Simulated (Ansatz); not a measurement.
Basis-set extrapolation for `C=N[SiH2]CF` (PBE0-D4/def2-TZVP geometry, frozen core, the Gaussian-basis code of Ansatz). Multiplicity 1, RHF reference.

```json
{"": "HF", "def2-TZVPP": "-522.142478", "def2-QZVPP": "-522.162307"}
{"": "MP2 correlation", "def2-TZVPP": "-0.898878", "def2-QZVPP": "-0.967964"}
{"": "CCSD(T) correlation", "def2-TZVPP": "-0.975928", "def2-QZVPP": "not run"}
```

Energies in hartree. Use E(X) = E(∞) + A·exp(−7.88·√X) for Hartree–Fock and E(X) = E(∞) + B·X^(−2.97) for correlation, with X = 3 and 4, and add CCSD(T) minus MP2 of the smaller set to the MP2 limit.

What is the CCSD(T) energy at the basis-set limit?

HF limit: -522.162307 + (-0.019829) × 0.13774 = -522.16504. MP2 limit: -0.967964 + (-0.069086) × 0.74074 = -1.01914. Higher-order term: -0.975928 − (-0.898878) = -0.07705. Total: -523.26123 hartree, 375.0 kJ/mol below CCSD(T)/def2-TZVPP.
